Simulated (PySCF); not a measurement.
BH3N2Si, AlBH3N2, AlBH4N, H4NOSi2 and others (calculated)

Computed with PySCF 2.14.0. Calculation on a computer-drawn molecule: optimised geometry and harmonic frequencies of an isolated molecule of the commonest isotopes, restricted reference for singlets and unrestricted otherwise, frozen core in MP2.

```yaml
- entry: 1
  formula: BH3N2Si
  start_structure:
    atoms_angstrom:
      - ["N", -0.9009, -2.4382, -1.1431]
      - [B, -1.831, -1.8296, -0.6097]
      - [Si, -3.3564, -0.8436, 0.3651]
      - ["N", -4.0807, -0.1609, -1.0145]
      - [H, -0.1554, -2.9271, -1.5633]
      - [H, -3.792, -0.2573, -1.9697]
      - [H, -4.8962, 0.4177, -0.9329]
  given:
    charge: 0
    multiplicity: 1
    method: MP2
    basis: "cc-pV(D+d)Z"
    drawn_bonds_atom: [1, 2, 3, 1, 4, 4]
    drawn_bonds_other_atom: [2, 3, 4, 5, 6, 7]
    drawn_bonds_order: [2, 1, 1, 1, 1, 1]
  results:
    optimised_atom_element: ["N", B, Si, "N", H, H, H]
    "optimised_atom_x [angstrom]": [-0.897, -1.853, -3.355, -4.079, -0.1389, -3.781, -4.908]
    "optimised_atom_y [angstrom]": [-2.441, -1.814, -0.8474, -0.1616, -2.937, -0.2639, 0.4266]
    "optimised_atom_z [angstrom]": [-1.145, -0.607, 0.3886, -1.014, -1.574, -1.982, -0.9346]
    "modes_frequency [cm^-1]": [123.4, 208.4, 373.6, 462.9, 494.1, 496.9, 564.2, 631.1, 817.6, 870.2, 1574, 1854, 3573, 3687, 3855]
    "modes_reduced_mass [dalton]": [4.108, 4.314, 6.761, 1.176, 6.542, 1.209, 1.243, 1.101, 1.423, 4.448, 1.122, 7.814, 1.05, 1.098, 1.101]
    "rotational_constants [GHz]": [17.07, 3.142, 2.653]
    "total_energy [hartree]": -424.7677
    "convergence_status_largest_gradient_component [hartree/bohr]": 3.402e-05
- entry: 2
  formula: AlBH3N2
  start_structure:
    atoms_angstrom:
      - ["N", -1.9117, 1.2249, -2.3223]
      - [B, -1.5494, 0.5729, -1.2714]
      - [Al, -1.0975, -0.3121, 0.3489]
      - ["N", -0.5829, -1.2315, 1.8821]
      - [H, -2.1728, 1.698, -3.1376]
      - [H, 0.2856, -0.9925, 2.3881]
      - [H, -1.094, -2.0198, 2.2417]
  given:
    charge: 1
    multiplicity: 1
    method: HF
    basis: "cc-pV(D+d)Z"
    drawn_bonds_atom: [1, 2, 3, 1, 4, 4]
    drawn_bonds_other_atom: [2, 3, 4, 5, 6, 7]
    drawn_bonds_order: [2, 1, 1, 1, 1, 1]
  results:
    optimised_atom_element: ["N", B, Al, "N", H, H, H]
    "optimised_atom_x [angstrom]": [-1.907, -1.582, -1.036, -0.5791, -2.172, 0.2345, -1.081]
    "optimised_atom_y [angstrom]": [1.209, 0.6175, -0.3789, -1.211, 1.692, -1.008, -1.981]
    "optimised_atom_z [angstrom]": [-2.307, -1.296, 0.4074, 1.829, -3.132, 2.388, 2.241]
    "modes_frequency [cm^-1]": [111.2, 117.4, 270.6, 280.2, 465.2, 540.5, 694.9, 704.2, 712.6, 987.6, 1648, 2131, 3730, 3807, 4003]
    "modes_reduced_mass [dalton]": [4.111, 5.175, 5.417, 7.196, 8.204, 1.219, 1.256, 1.233, 1.23, 7.84, 1.099, 7.411, 1.052, 1.093, 1.109]
    "rotational_constants [GHz]": [371.5, 2.132, 2.12]
    "total_energy [hartree]": -377.0405
    "convergence_status_largest_gradient_component [hartree/bohr]": 1.05e-05
- entry: 3
  formula: AlBH3N2
  start_structure:
    atoms_angstrom:
      - ["N", -1.9071, 1.2092, -2.307]
      - [B, -1.5824, 0.6175, -1.2958]
      - [Al, -1.0355, -0.3789, 0.4074]
      - ["N", -0.5791, -1.2106, 1.8287]
      - [H, -2.1721, 1.6921, -3.1323]
      - [H, 0.2345, -1.008, 2.3878]
      - [H, -1.081, -1.9813, 2.2407]
  given:
    charge: 1
    multiplicity: 1
    method: MP2
    basis: "cc-pV(D+d)Z"
    drawn_bonds_atom: [1, 2, 3, 1, 4, 4]
    drawn_bonds_other_atom: [2, 3, 4, 5, 6, 7]
    drawn_bonds_order: [2, 1, 1, 1, 1, 1]
  results:
    optimised_atom_element: ["N", B, Al, "N", H, H, H]
    "optimised_atom_x [angstrom]": [-1.912, -1.577, -1.038, -0.5761, -2.182, 0.2505, -1.088]
    "optimised_atom_y [angstrom]": [1.218, 0.6079, -0.3756, -1.216, 1.71, -1.007, -1.998]
    "optimised_atom_z [angstrom]": [-2.323, -1.279, 0.4013, 1.838, -3.163, 2.402, 2.253]
    "modes_frequency [cm^-1]": [102.6, 103.8, 238.5, 240.4, 451.5, 465.3, 618.9, 626.2, 645.4, 946.9, 1520, 1868, 3559, 3651, 3765]
    "modes_reduced_mass [dalton]": [4.118, 5.592, 5.778, 8.658, 1.192, 8.079, 1.206, 1.218, 1.252, 7.905, 1.1, 7.606, 1.052, 1.094, 1.105]
    "rotational_constants [GHz]": [358.7, 2.117, 2.104]
    "total_energy [hartree]": -377.5019
    "convergence_status_largest_gradient_component [hartree/bohr]": 1.096e-05
- entry: 4
  formula: AlBH4N
  start_structure:
    atoms_angstrom:
      - ["N", 0.3276, 0.8912, -2.2623]
      - [B, 0.1477, 1.1502, -1.0514]
      - [Al, 0.0007, 1.644, 0.9806]
      - [H, 0.3636, 0.6668, -3.2337]
      - [H, 0.1683, 0.409, 1.9752]
      - [H, 1.0158, 2.8319, 1.4287]
      - [H, -1.5022, 2.2546, 1.352]
  given:
    charge: -1
    multiplicity: 1
    method: HF
    basis: "aug-cc-pV(D+d)Z"
    drawn_bonds_atom: [1, 2, 1, 3, 3, 3]
    drawn_bonds_other_atom: [2, 3, 4, 5, 6, 7]
    drawn_bonds_order: [2, 1, 1, 1, 1, 1]
  results:
    optimised_atom_element: ["N", B, Al, H, H, H, H]
    "optimised_atom_x [angstrom]": [0.288, 0.1682, -0.04221, 0.382, 0.2133, 1.068, -1.556]
    "optimised_atom_y [angstrom]": [0.88, 1.175, 1.695, 0.6483, 0.3449, 2.84, 2.265]
    "optimised_atom_z [angstrom]": [-2.275, -1.064, 1.064, -3.224, 1.952, 1.427, 1.308]
    "modes_frequency [cm^-1]": [239.8, 239.8, 362.2, 362.2, 397.4, 559.1, 559.1, 815.2, 815.2, 823.2, 1706, 1706, 1782, 1901, 4103]
    "modes_reduced_mass [dalton]": [2.317, 2.317, 1.283, 1.283, 8.646, 1.402, 1.402, 1.049, 1.049, 1.095, 1.05, 1.05, 1.02, 7.679, 1.096]
    "rotational_constants [GHz]": [69.36, 3.54, 3.54]
    "total_energy [hartree]": -323.4207
    "convergence_status_largest_gradient_component [hartree/bohr]": 5.384e-06
- entry: 5
  formula: AlBH4N
  start_structure:
    atoms_angstrom:
      - ["N", 0.288, 0.88, -2.2746]
      - [B, 0.1682, 1.1755, -1.0636]
      - [Al, -0.0422, 1.6948, 1.064]
      - [H, 0.382, 0.6483, -3.2241]
      - [H, 0.2133, 0.3449, 1.9517]
      - [H, 1.0681, 2.8396, 1.4273]
      - [H, -1.5558, 2.2647, 1.3084]
  given:
    charge: -1
    multiplicity: 1
    method: MP2
    basis: "aug-cc-pV(D+d)Z"
    drawn_bonds_atom: [1, 2, 1, 3, 3, 3]
    drawn_bonds_other_atom: [2, 3, 4, 5, 6, 7]
    drawn_bonds_order: [2, 1, 1, 1, 1, 1]
  results:
    optimised_atom_element: ["N", B, Al, H, H, H, H]
    "optimised_atom_x [angstrom]": [0.2887, 0.1662, -0.04265, 0.3845, 0.2126, 1.066, -1.554]
    "optimised_atom_y [angstrom]": [0.8781, 1.18, 1.696, 0.6419, 0.3475, 2.839, 2.265]
    "optimised_atom_z [angstrom]": [-2.282, -1.043, 1.069, -3.25, 1.954, 1.43, 1.311]
    "modes_frequency [cm^-1]": [214.9, 215.0, 324.6, 324.7, 396.4, 528.1, 528.1, 779.9, 780.0, 780.4, 1709, 1709, 1743, 1768, 3851]
    "modes_reduced_mass [dalton]": [2.771, 2.772, 1.22, 1.22, 8.506, 1.348, 1.347, 1.047, 1.047, 1.097, 1.051, 1.051, 5.416, 1.081, 1.097]
    "rotational_constants [GHz]": [69.55, 3.524, 3.524]
    "total_energy [hartree]": -323.7727
    "convergence_status_largest_gradient_component [hartree/bohr]": 3.922e-05
- entry: 6
  formula: AlBH3N2
  start_structure:
    atoms_angstrom:
      - ["N", -1.9883, -0.347, 1.5743]
      - [B, -1.1737, 0.2306, 0.8385]
      - [Al, 0.4276, 1.2532, 0.0105]
      - ["N", 0.4714, 1.7269, -1.6742]
      - [H, -2.5883, -0.766, 2.2019]
      - [H, -0.2816, 1.6279, -2.4553]
      - [H, 1.2759, 2.1769, -2.2497]
  given:
    charge: 0
    multiplicity: 2
    method: HF
    basis: "cc-pV(D+d)Z"
    drawn_bonds_atom: [1, 2, 3, 1, 4, 4]
    drawn_bonds_other_atom: [2, 3, 4, 5, 6, 7]
    drawn_bonds_order: [2, 1, 1, 1, 1, 1]
  results:
    optimised_atom_element: ["N", B, Al, "N", H, H, H]
    "optimised_atom_x [angstrom]": [-1.953, -1.028, 0.611, 0.4403, -2.693, -0.3653, 1.131]
    "optimised_atom_y [angstrom]": [-0.291, 0.2882, 1.287, 1.701, -0.7537, 1.502, 2.17]
    "optimised_atom_z [angstrom]": [1.515, 0.9388, 0.01753, -1.692, 1.972, -2.258, -2.247]
    "modes_frequency [cm^-1]": [125.1, 232.2, 332.6, 410.6, 455.4, 477.7, 533.5, 563.4, 700.0, 839.7, 1673, 2031, 3766, 3852, 4080]
    "modes_reduced_mass [dalton]": [3.814, 3.101, 4.815, 1.235, 7.386, 1.223, 1.238, 1.235, 1.339, 6.885, 1.11, 7.733, 1.052, 1.093, 1.102]
    "rotational_constants [GHz]": [24.14, 2.549, 2.306]
    "total_energy [hartree]": -377.2767
    spin_squared: 0.7564
    "convergence_status_largest_gradient_component [hartree/bohr]": 2.489e-05
- entry: 7
  formula: H4NOSi2
  start_structure:
    atoms_angstrom:
      - ["N", -0.2073, -0.3131, -1.4971]
      - [Si, -0.8172, 0.8228, -0.5323]
      - [O, -0.2834, 0.8586, 1.1138]
      - [Si, 0.3537, 0.9466, 2.5454]
      - [H, 0.5648, -0.9859, -1.4668]
      - [H, -1.7164, 1.844, -0.4755]
      - [H, 1.5042, 1.7149, 2.7615]
      - [H, -0.3138, 0.0279, 3.5231]
  given:
    charge: 1
    multiplicity: 1
    method: HF
    basis: "cc-pV(D+d)Z"
    drawn_bonds_atom: [1, 2, 3, 1, 2, 4, 4]
    drawn_bonds_other_atom: [2, 3, 4, 5, 6, 7, 8]
    drawn_bonds_order: [2, 1, 1, 1, 1, 1, 1]
  results:
    optimised_atom_element: ["N", Si, O, Si, H, H, H, H]
    "optimised_atom_x [angstrom]": [-0.1348, -0.7395, -0.282, 0.3435, 0.4282, -1.769, 1.518, -0.2798]
    "optimised_atom_y [angstrom]": [-0.2664, 0.7566, 0.9651, 0.9117, -1.003, 1.759, 1.725, 0.06827]
    "optimised_atom_z [angstrom]": [-1.399, -0.4704, 1.176, 2.594, -1.75, -0.6568, 2.875, 3.604]
    "modes_frequency [cm^-1]": [44.3, 66.07, 131.2, 210.8, 382.0, 494.0, 523.2, 748.9, 752.3, 809.0, 921.4, 1041, 1225, 1412, 2446, 2495, 2495, 4001]
    "modes_reduced_mass [dalton]": [1.321, 8.256, 2.3, 1.42, 2.957, 1.599, 10.36, 1.1, 1.203, 1.175, 1.082, 1.067, 12.25, 7.639, 1.026, 1.048, 1.062, 1.091]
    "rotational_constants [GHz]": [20.44, 2.044, 1.904]
    "total_energy [hartree]": -709.2716
    "convergence_status_largest_gradient_component [hartree/bohr]": 2.403e-05
- entry: 8
  formula: AlH2NOSi
  start_structure:
    atoms_angstrom:
      - ["N", -1.6971, -1.8785, -0.6272]
      - [Si, -0.5357, -0.8151, -0.8638]
      - [O, 0.4755, -0.2292, 0.1945]
      - [Al, 1.7089, 0.3913, 1.2658]
      - [H, -1.9449, -2.4165, 0.2194]
      - [H, -0.3801, -0.0798, -2.0597]
  given:
    charge: 0
    multiplicity: 1
    method: HF
    basis: "cc-pV(D+d)Z"
    drawn_bonds_atom: [1, 2, 3, 1, 2]
    drawn_bonds_other_atom: [2, 3, 4, 5, 6]
    drawn_bonds_order: [2, 1, 1, 1, 1]
  results:
    optimised_atom_element: ["N", Si, O, Al, H, H]
    "optimised_atom_x [angstrom]": [-1.688, -0.575, 0.5436, 1.689, -1.898, -0.4447]
    "optimised_atom_y [angstrom]": [-1.866, -0.7891, -0.1972, 0.355, -2.392, -0.1387]
    "optimised_atom_z [angstrom]": [-0.6292, -0.8233, 0.1777, 1.333, 0.1962, -2.126]
    "modes_frequency [cm^-1]": [76.13, 111.8, 363.8, 519.4, 544.5, 657.7, 760.4, 976.6, 1066, 1285, 2420, 3862]
    "modes_reduced_mass [dalton]": [8.622, 5.651, 3.807, 6.079, 1.825, 1.658, 1.068, 1.117, 9.97, 8.126, 1.043, 1.08]
    "rotational_constants [GHz]": [29.8, 2.049, 1.917]
    "total_energy [hartree]": -661.4064
    "convergence_status_largest_gradient_component [hartree/bohr]": 1.881e-05
- entry: 9
  formula: AlH2NOSi
  start_structure:
    atoms_angstrom:
      - ["N", -1.6882, -1.8659, -0.6292]
      - [Si, -0.575, -0.7891, -0.8233]
      - [O, 0.5436, -0.1972, 0.1777]
      - [Al, 1.6887, 0.355, 1.3332]
      - [H, -1.8979, -2.3919, 0.1962]
      - [H, -0.4447, -0.1387, -2.1257]
  given:
    charge: 0
    multiplicity: 1
    method: MP2
    basis: "cc-pV(D+d)Z"
    drawn_bonds_atom: [1, 2, 3, 1, 2]
    drawn_bonds_other_atom: [2, 3, 4, 5, 6]
    drawn_bonds_order: [2, 1, 1, 1, 1]
  results:
    optimised_atom_element: ["N", Si, O, Al, H, H]
    "optimised_atom_x [angstrom]": [-1.734, -0.5794, 0.5675, 1.72, -1.89, -0.4576]
    "optimised_atom_y [angstrom]": [-1.891, -0.7928, -0.1786, 0.3698, -2.39, -0.1458]
    "optimised_atom_z [angstrom]": [-0.6697, -0.824, 0.1845, 1.365, 0.209, -2.136]
    "modes_frequency [cm^-1]": [51.68, 71.48, 323.8, 450.5, 492.9, 670.0, 727.3, 923.2, 985.4, 1167, 2359, 3611]
    "modes_reduced_mass [dalton]": [9.169, 5.679, 4.606, 1.836, 9.336, 1.428, 1.064, 1.115, 9.006, 8.134, 1.043, 1.078]
    "rotational_constants [GHz]": [29.81, 1.965, 1.844]
    "total_energy [hartree]": -661.8949
    "convergence_status_largest_gradient_component [hartree/bohr]": 5.097e-06
- entry: 10
  formula: FH2NSi2
  start_structure:
    atoms_angstrom:
      - ["N", -0.9613, 1.0803, 0.6893]
      - [Si, 0.6406, 0.8447, 0.3426]
      - [Si, 1.1543, -1.304, -0.1408]
      - [F, 1.4914, -1.1605, -1.7827]
      - [H, -1.722, 0.4354, 0.7586]
      - [H, 1.2057, 2.0975, 0.2753]
  given:
    charge: 0
    multiplicity: 1
    method: HF
    basis: "cc-pV(D+d)Z"
    drawn_bonds_atom: [1, 2, 3, 1, 2]
    drawn_bonds_other_atom: [2, 3, 4, 5, 6]
    drawn_bonds_order: [2, 1, 1, 1, 1]
  results:
    optimised_atom_element: ["N", Si, Si, F, H, H]
    "optimised_atom_x [angstrom]": [-1.026, 0.296, 0.7644, 2.222, -1.745, 1.297]
    "optimised_atom_y [angstrom]": [1.213, 0.8241, -1.414, -1.055, 0.5303, 1.895]
    "optimised_atom_z [angstrom]": [0.9568, 0.1697, -0.7204, -1.359, 1.125, -0.02912]
    "modes_frequency [cm^-1]": [45.12, 119.1, 232.9, 378.8, 443.4, 699.5, 844.2, 845.0, 892.9, 1178, 2317, 3797]
    "modes_reduced_mass [dalton]": [4.637, 6.18, 9.507, 1.46, 8.752, 1.199, 6.3, 1.07, 1.357, 7.551, 1.043, 1.078]
    "rotational_constants [GHz]": [14.91, 2.137, 1.869]
    "total_energy [hartree]": -732.8869
    "convergence_status_largest_gradient_component [hartree/bohr]": 1.906e-05
```
